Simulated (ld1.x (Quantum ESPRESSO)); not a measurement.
## Configuration tests for tin (Sn) (TM)

ld1.x (Quantum ESPRESSO) 7.5 input, shortened:

```
&input
   title='Sn', zed=50., rel=1, dft='PBE', iswitch=3,
   config='[Kr] 4d10 5s2 5p2 5d-2'
 /
 &inputp
   pseudotype=2, tm=.true., lloc=2,
   nlcc=.true., rcore=1.75
 /
3
5S  1  0   2.00   0.00  1.70  1.70  0.0
5P  2  1   2.00   0.00  2.60  2.60  0.0
5D  3  2  -2.00   0.20  2.80  2.80  0.0
 &test
   configts(1)='5s2 5p2'
 /
```

Energies are relative to the spin-unpolarised reference configuration 5s2 5p2; without spin polarisation the order of configurations can differ from experiment. The frozen-core shift is the all-electron ΔE with the core orbitals held at their reference shape minus the fully relaxed ΔE.

Question: Give the all-electron excitation energy and the error of the potential for: 5s2 5p1; 5s2 5p0; 5s1 5p0; 5s2 5p1.5; 5s1 5p3; 5s1 5p2; 5s0 5p4.

Answer:

```csv
valence configuration,charge,ΔE all-electron (eV),error AE − PS (meV),frozen-core shift (meV)
5s2 5p1,+1,6.875,-29,+10
5s2 5p0,+2,20.827,-115,+77
5s1 5p0,+3,51.798,-454,+415
5s2 5p1.5,+0.5,2.616,-6.6,+1.9
5s1 5p3,0,6.978,-32,+16
5s1 5p2,+1,14.524,-116,+46
5s0 5p4,0,14.186,-132,+61
```

Levels in the configuration 5s1 5p2:

```
level  all-electron (eV)  pseudo (eV)
   5s            -18.701      -18.954
   5p            -10.960      -11.089
```

Note: ghost states, extra bound levels that the all-electron valence spectrum of the same l lacks: s at -351.4 eV, p at -43.9 eV. A true bound ghost makes a file unfit for plane-wave use.
